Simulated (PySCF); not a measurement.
# CH7FGeSi: core ionisation energies

Species: CH7FGeSi.
Bonds: F1–Ge2, Ge2–C3, C3–Si4. Hydrogens: H5, H6 on Ge2; H7, H8 on C3; H9, H10, H11 on Si4.

Theory: delta-SCF UKS SCAN, pcX-2 on the ionised atom, pcseg-1 elsewhere, spin-free X2C (PySCF 2.14.0). Binding energies are ΔSCF values: E(core-ionised, relaxed orbitals) − E(ground state) at a fixed geometry, referred to the vacuum level.

Task: Give the core binding energies atom by atom.

Result: 
```tsv
atom(s)	bonded to	level	binding energy (eV)	2p1/2 (eV)	count
F1	Ge	F 1s	691.08	–	1
C3	2 H, Ge and Si	C 1s	290.38	–	1
Si4	C and 3 H	Si 2p3/2	106.83	107.45	1
Si4	C and 3 H	Si 1s	1846.60	–	1
```

Task: Which effective nuclear charge Zeff reproduces each element's mean 1s value in the hydrogen-like formula E = 13.606 eV × Zeff²?

Result: C (Z = 6): mean 290.4 eV, Zeff = 4.62, Z − Zeff = 1.38; F (Z = 9): mean 691.1 eV, Zeff = 7.13, Z − Zeff = 1.87; Si (Z = 14): mean 1846.6 eV, Zeff = 11.65, Z − Zeff = 2.35. Means run over the listed sites, weighted by atom count.

The 2p values aren't plain energy differences: one relaxed spin-free 2p hole is combined with a matrix within the shell (ground-state 2p orbital-energy differences and spin–orbit coupling). 2p3/2, the mean of its two sublevels, lies a third of the splitting below the shell's mean and 2p1/2 two thirds above it; the statistical areas are 2:1. 2p1/2 minus 2p3/2 (ligand field included): Si 0.62 eV. No level of germanium is listed. Isolated species at its PBE0-D3(BJ)/def2-SVP geometry (one conformer only).

Conformer computed: `[F:1][GeH2:2][CH2:3][SiH3:4]`: F1–Ge2–C3–Si4 -56°.
